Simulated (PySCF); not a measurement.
Molecule: N-Formylpiperidine, C$_{6}$H$_{11}$NO.

Molfile (atoms numbered from 1):
```
C6H11NO
     RDKit          3D

 19 19  0  0  0  0  0  0  0  0999 V2000
    3.1315   -0.3976    0.4768 O   0  0  0  0  0  0  0  0  0  0  0  0
    2.1240   -1.0649    0.4181 C   0  0  0  0  0  0  0  0  0  0  0  0
    0.9562   -0.6890   -0.1656 N   0  0  0  0  0  0  0  0  0  0  0  0
   -0.2325   -1.5075   -0.1246 C   0  0  0  0  0  0  0  0  0  0  0  0
   -1.3679   -0.7838    0.5916 C   0  0  0  0  0  0  0  0  0  0  0  0
   -1.5966    0.5963   -0.0188 C   0  0  0  0  0  0  0  0  0  0  0  0
   -0.3014    1.4036   -0.0424 C   0  0  0  0  0  0  0  0  0  0  0  0
    0.8107    0.6311   -0.7423 C   0  0  0  0  0  0  0  0  0  0  0  0
    2.0542   -2.0940    0.8492 H   0  0  0  0  0  0  0  0  0  0  0  0
    0.0140   -2.4584    0.3726 H   0  0  0  0  0  0  0  0  0  0  0  0
   -0.5445   -1.7538   -1.1578 H   0  0  0  0  0  0  0  0  0  0  0  0
   -2.2852   -1.3920    0.5451 H   0  0  0  0  0  0  0  0  0  0  0  0
   -1.1033   -0.6777    1.6577 H   0  0  0  0  0  0  0  0  0  0  0  0
   -2.3804    1.1367    0.5348 H   0  0  0  0  0  0  0  0  0  0  0  0
   -1.9714    0.4779   -1.0518 H   0  0  0  0  0  0  0  0  0  0  0  0
    0.0169    1.6244    0.9907 H   0  0  0  0  0  0  0  0  0  0  0  0
   -0.4525    2.3722   -0.5444 H   0  0  0  0  0  0  0  0  0  0  0  0
    1.7843    1.1312   -0.6520 H   0  0  0  0  0  0  0  0  0  0  0  0
    0.5772    0.5293   -1.8190 H   0  0  0  0  0  0  0  0  0  0  0  0
  1  2  2  0
  2  3  1  0
  3  4  1  0
  4  5  1  0
  5  6  1  0
  6  7  1  0
  7  8  1  0
  8  3  1  0
  2  9  1  0
  4 10  1  0
  4 11  1  0
  5 12  1  0
  5 13  1  0
  6 14  1  0
  6 15  1  0
  7 16  1  0
  7 17  1  0
  8 18  1  0
  8 19  1  0
M  END
```

Spin–spin couplings on one PBE0-D3(BJ)/def2-SVP geometry, PySCF 2.14, gas phase, non-relativistic, equivalent pairs averaged (spin–dipole term only in couplings to heteroatoms); isotopes 13C, 1H; functional B3LYP.

**Question.** How do the couplings (Hz) change with the basis set? Times are CPU seconds on 1 thread of an Arm Neoverse V1, shared host. Far from the basis limit: 6-31G*, pcJ-0, 6-31G-J, def2-TZVP.

**Answer.** 
```
basis set  functions  1J(C2,H9)  1J(C8,H18)  1J(C4,H10)  1J(C7,H16)  1J(C5,H12)  1J(C6,H14)  1J(C7,C8)  core-s
   6-31G*        134      189.2       156.1       152.9       146.6       146.2       145.5       49.6      29
    pcJ-0        137      177.4       125.0       121.1       115.2       114.9       114.2       27.6      29
  6-31G-J        140      203.2       148.8       145.0       138.0       137.6       136.9       36.4      31
def2-TZVP        314      186.6       136.0       132.3       125.9       125.5       125.0       34.9     110
    pcJ-1        326      195.6       144.1       140.1       133.7       133.3       132.7       36.7     140
```

The Fermi-contact term samples the wavefunction at the nucleus, which is why sets with added tight s functions (names with J) are made for couplings.
